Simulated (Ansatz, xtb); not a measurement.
# C2H9BGeSi: 3 structures ranked

3 gas-phase structures of C2H9BGeSi, from a drawn sample of its isomers (lower ones may exist). Each was relaxed with GFN2-xTB; where two conformers were screened, the lower at r2SCAN-D4/def2-SVP is listed:

A. `[BH2][Ge@@H]([SiH3])[CH]=C`, a singlet
B. `B[Si@@H]([GeH3])C=C`, a singlet
C. `[BH2][GeH2][SiH2]C=C`, a singlet

Q: Make a reasoned guess at their ranking by r2SCAN-D4/def2-SVP single-point energy.

A: Calculated order at r2SCAN-D4/def2-SVP: C (0.0), B (2.0), A (2.9) kcal/mol. Less than 1 kcal/mol parts B and A, so the order within that pair means little.

Energies above the lowest of each column, in kcal/mol; the last columns are at PBE0-D3(BJ)/def2-SVP geometries:

| structure | GFN2-xTB | HF/STO-3G | r2SCAN-D4/def2-SVP | PBE0-D3(BJ)/def2-SVP | CCSD(T)/def2-SVP + ΔMP2/def2-TZVPP |
| --- | --- | --- | --- | --- | --- |
| C | 0.0 | 0.0 | 0.0 | 0.0 | 0.0 |
| B | 6.4 | 3.1 | 2.0 | 1.0 | 2.6 |
| A | 0.3 | 1.7 | 2.9 | 3.7 | 2.8 |

Every level run on C puts it lowest or level with the lowest. Flexible structures stand in one conformer each, not always the lowest. B keeps a small imaginary mode. ΔMP2 is the change of the MP2 energy from the smaller to the larger basis.

Programs: Ansatz 0.2.0, xtb 6.7.1.
